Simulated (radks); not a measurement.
Neutral caesium inside a hard spherical wall (all orbitals vanish at R), configuration held at [Xe] 6s1 and not refilled when levels cross. Calculated with a radial shooting solver on a logarithmic mesh with Libxc functionals: scalar-relativistic Kohn-Sham, PBE, spin-polarised, spherical densities, point nucleus; open shells are filled with parallel spins first (spin-orbit coupling, left out, can overturn this in heavy ions). Eigenvalues in eV for spin up, with the zero of energy where the potential of the charges vanishes at infinity; a dash marks a level that is unbound or too diffuse for the functional's potential to be trusted. A positive occupied level is held by the wall or, in an anion where self-interaction has pushed it up, behind a barrier. The pressure on the wall is -dE/dV.

R (bohr),E (hartree),kinetic (hartree),e(4d),e(5s),e(5p),e(6s),"e(6p, empty)","e(5d, empty)",pressure (GPa)
free,-7786.9347,8204.681,-74.205,-26.705,-13.513,-2.268,-0.868,-0.519,0
20,-7786.9347,8204.681,-74.204,-26.704,-13.512,-2.267,-0.861,-0.514,< 0.0001
12,-7786.9327,8204.696,-74.047,-26.550,-13.362,-2.142,-0.503,-0.303,0.0234
10,-7786.9266,8204.727,-73.794,-26.304,-13.125,-1.872,0.068,0.000,0.128
8,-7786.9033,8204.823,-73.250,-25.785,-12.635,-1.015,1.635,0.711,0.789
5,-7786.6012,8206.005,-70.048,-23.098,-10.081,7.288,13.876,5.245,30.8
4,-7785.9237,8208.749,-65.069,-19.307,-6.047,21.144,31.417,11.830,184
2.5,-7777.4519,8238.072,-36.232,9.587,28.437,126.18,148.98,60.744,6350
2,-7761.8705,8287.431,-7.575,54.182,80.795,262.46,293.57,126.56,31200
